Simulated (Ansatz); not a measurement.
Mean bond length (Å) of eight open-shell molecules: PBE-D3(BJ) beside PBE0-D3(BJ), computed with Ansatz (a quantum-chemistry and plane-wave program) for isolated molecules in the bases named; differences from unrounded values. The eight are the first of their class met in an unordered collection, after screening for sound electronic states; none was chosen by its value. Each level has its own optimised geometry.

| molecule | basis | PBE0-D3(BJ) |
|---|---|---|
| C3H2F3, SMILES C=[C]C(F)(F)F, multiplicity 2 | def2-SVP | 1.284 |
| C₅H₅, SMILES C1[CH]C=CC=1, multiplicity 2 | def2-SVP | 1.254 |
| C3H9OSi, SMILES C[Si](C)(C)[O], multiplicity 2 | def2-SVP | 1.325 |
| C₃H₂F₃, SMILES [CH]=CC(F)(F)F, multiplicity 2 | def2-SVP | 1.286 |
| C4H9O, SMILES [CH2]C(C)(C)O, multiplicity 2 | def2-SVP | 1.210 |
| C4H5Si, SMILES C1=C[SiH]C=C1, multiplicity 2 | def2-SVP | 1.368 |
| C4H8Cl, SMILES CC(C)([CH2])Cl, multiplicity 2 | def2-SVP | 1.264 |
| C4H3N2, SMILES n1[c]nccc1, multiplicity 2 | def2-SVP | 1.261 |

**Question.** Estimate the PBE-D3(BJ) values and say how PBE-D3(BJ) differs from PBE0-D3(BJ) over the set. (An estimate is asked for; the answer gives what the named calculation found.)

**Answer.** 
```json
[
 {"molecule": "C3H2F3, SMILES C=[C]C(F)(F)F, multiplicity 2", "PBE-D3(BJ)": "1.297", "difference": "0.012"},
 {"molecule": "C₅H₅, SMILES C1[CH]C=CC=1, multiplicity 2", "PBE-D3(BJ)": "1.263", "difference": "0.009"},
 {"molecule": "C3H9OSi, SMILES C[Si](C)(C)[O], multiplicity 2", "PBE-D3(BJ)": "1.334", "difference": "0.009"},
 {"molecule": "C₃H₂F₃, SMILES [CH]=CC(F)(F)F, multiplicity 2", "PBE-D3(BJ)": "1.299", "difference": "0.013"},
 {"molecule": "C4H9O, SMILES [CH2]C(C)(C)O, multiplicity 2", "PBE-D3(BJ)": "1.219", "difference": "0.009"},
 {"molecule": "C4H5Si, SMILES C1=C[SiH]C=C1, multiplicity 2", "PBE-D3(BJ)": "1.378", "difference": "0.010"},
 {"molecule": "C4H8Cl, SMILES CC(C)([CH2])Cl, multiplicity 2", "PBE-D3(BJ)": "1.275", "difference": "0.011"},
 {"molecule": "C4H3N2, SMILES n1[c]nccc1, multiplicity 2", "PBE-D3(BJ)": "1.272", "difference": "0.010"}
]
```
PBE-D3(BJ) lies below PBE0-D3(BJ) in 0 and above it in 8 of the eight; the mean signed difference is 0.010 and the largest 0.013 Å.
